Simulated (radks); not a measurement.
Question: These are the eigenvalues of the occupied orbitals of an atom or ion with whole-number occupations (eV). All-electron calculation, non-relativistic Kohn-Sham, PBE, spin-polarised, spherical densities, point nucleus. Program: a radial shooting solver on a logarithmic mesh with Libxc functionals.

| orbital | eigenvalue |
|---|---|
| 1s up | -51.7368 |
| 1s down | -51.5107 |
| 2s up | -3.2278 |

Which element is it, and in what charge state? The configuration may be excited. Open shells, if any, are filled with parallel spins first.

Answer: Z = 3, lithium, charge 0: Li in [He] 2s1. The list shows which subshells hold electrons but not how many an open one holds; the 1s level, -1.9013 hartree, gives Z - s = 2.0 by -(Z - s)^2/2, which with screening narrows Z to a few neighbours, and the depths of the outer levels then fix element, charge and occupations together.
